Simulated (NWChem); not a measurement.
SiH3O cation; SMILES [SiH2]=[OH+]

```xyz
5

O     -0.1516    -1.0894     0.0000
Si    -0.0505     0.4951     0.0000
H      0.5695    -1.7460     0.0000
H      1.2551     1.1754     0.0000
H     -1.3552     1.1623     0.0000
```
Atoms are numbered in this order, from 1.

Results from NWChem. All runs use the structure optimised with B3LYP/6-31G* (spherical d). B3LYP is NWChem's, with the RPA form of VWN correlation. Atomic charges in e: unrestrained fits to the electrostatic potential beside Mulliken populations; buried atoms are poorly determined by the fit.

Question: What does the run give for B3LYP/def2-SVP? Quantities: ESP O1; Mulliken O1; ESP Si2; Mulliken Si2; relative RMS misfit of the potential (%).

Answer: 
* **ESP O1**: -0.54
* **Mulliken O1**: -0.25
* **ESP Si2**: 1.11
* **Mulliken Si2**: 0.85
* **relative RMS misfit of the potential (%)**: 2
